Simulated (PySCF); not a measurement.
## Computed properties of B(F)2(NH2) (BF2H2N), SMILES NB(F)F

BF2H2N, SMILES NB(F)F. Geometry: B3LYP-D3(BJ)/def2-SVP. One conformer was computed; it need not be the lowest. All values are computed for the isolated molecule unless a solvent is named; none is compared with measurement here.

**Structure.** The optimised structure has C2v symmetry. All 12 harmonic modes at B3LYP-D3(BJ)/def2-SVP (PySCF) are real, so it is a minimum. With heavy atoms numbered as in [B:1]([F:2])([F:3])[NH2:4], the shortest bond between them is B1–F2 at 1.333 Å and the longest B1–N4 at 1.397 Å.

**Vibrations.** The strongest infrared lines (harmonic, unscaled, degenerate partners summed) lie at 1606 cm⁻¹ (354 km/mol, H 49 %, B 25 %, N 25 %), 1435 cm⁻¹ (344 km/mol, B 75 %, F 20 %), 424 cm⁻¹ (198 km/mol, H 82 %, N 17 %). The softest mode is at 381 cm⁻¹ and the zero-point energy is 23.0 kcal/mol.

**Electronic structure.** CAM-B3LYP/def2-TZVPD (PySCF) places the frontier levels at -10.19 and 0.32 eV, a gap of 10.51 eV, and gives a dipole moment of 2.72 D and a mean polarisability of 24.6 bohr³.

**Excitations.** TDA-M06-2X/def2-SVPD (PySCF) has S1 at 7.56 eV (164 nm, f = 0.047, weak); the most intense of the 10 singlets computed lies at 9.93 eV (f = 0.32). T1 (TDA) is at 7.36 eV, 0.20 eV under S1. No vertical singlet excitation falls in the visible range (under 3.1 eV).

**NMR.** GIAO shifts at B3LYP/pcSseg-2 (PySCF) (non-relativistic, atoms alike by connectivity averaged): ¹H at 2.7 ppm against TMS; ¹⁹F at -151.8 ppm against CFCl3; ¹¹B at 7.5 ppm against BF3.
